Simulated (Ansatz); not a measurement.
```yaml
crystal:
  periodic: [false, false, false]
  atoms:
    - {symbol: C, position_ang: [-0.232932, -3.112053, 0.936698]}
    - {symbol: C, position_ang: [-1.336061, -2.368509, 1.658823]}
    - {symbol: O, position_ang: [-1.060894, -1.006050, 1.751929]}
    - {symbol: Zr, position_ang: [-0.348161, 0.764558, 1.543471]}
    - {symbol: F, position_ang: [-0.466408, 1.716883, 3.220387]}
    - {symbol: O, position_ang: [-1.338488, 1.701461, 0.192588]}
    - {symbol: C, position_ang: [-1.989652, 2.167487, -0.947533]}
    - {symbol: C, position_ang: [-1.560912, 1.408169, -2.184398]}
    - {symbol: O, position_ang: [1.488126, 0.628450, 1.007538]}
    - {symbol: C, position_ang: [2.714459, 0.478334, 0.363926]}
    - {symbol: C, position_ang: [2.603518, 0.756085, -1.119446]}
    - {symbol: H, position_ang: [-0.461760, -4.179325, 0.880187]}
    - {symbol: H, position_ang: [-0.114770, -2.732482, -0.081397]}
    - {symbol: H, position_ang: [0.718193, -2.990996, 1.460498]}
    - {symbol: H, position_ang: [-2.289930, -2.506503, 1.133690]}
    - {symbol: H, position_ang: [-1.464032, -2.774336, 2.670044]}
    - {symbol: H, position_ang: [-3.073366, 2.072525, -0.804392]}
    - {symbol: H, position_ang: [-1.773734, 3.236409, -1.068616]}
    - {symbol: H, position_ang: [-2.079852, 1.788621, -3.067936]}
    - {symbol: H, position_ang: [-1.792935, 0.345145, -2.082157]}
    - {symbol: H, position_ang: [-0.485523, 1.512426, -2.346174]}
    - {symbol: H, position_ang: [3.441148, 1.160856, 0.821693]}
    - {symbol: H, position_ang: [3.082498, -0.542441, 0.529121]}
    - {symbol: H, position_ang: [1.900045, 0.064177, -1.589175]}
    - {symbol: H, position_ang: [2.251841, 1.775656, -1.293826]}
    - {symbol: H, position_ang: [3.575483, 0.639557, -1.605545]}
basis:
  gaussian: {orbitals: STO-3G}
hamiltonian: {xc: {name: HF}}
correlation: {method: mp2, frozen_orbitals: {C: 0}}
accuracy: high
output: {forces: true}
```

```sh
$ ansatz run in.yaml --threads 11 --pin off --events-out ev --progress --plain --max-ram 174080MiB --backend cpu
```

Shortened log:

```
Functional definition: HF
Error: "frozen_orbitals" has no count for O
```

Something in this input is off. What?

Frozen orbitals are typed for one element alone, and the program wants a count for each. The program refused the input.
